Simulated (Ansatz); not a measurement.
**Question.** Name a neutral molecule of Br, C, Si and H with LUMO energy (ωB97M-V/def2-TZVPP) between 1.60 and 1.90 eV and size of the dipole moment (PBE/def2-TZVPP) between 1.35 and 1.65 D (Ansatz, PBE0-D4/def2-TZVP geometry).

**Answer.** `[SiH3]CCBr` (1.66 eV, 1.54 D); `C[SiH2]CBr` (1.64 eV, 1.47 D). Other molecules can fit too; these were computed, each in one conformer that needn't be the lowest.
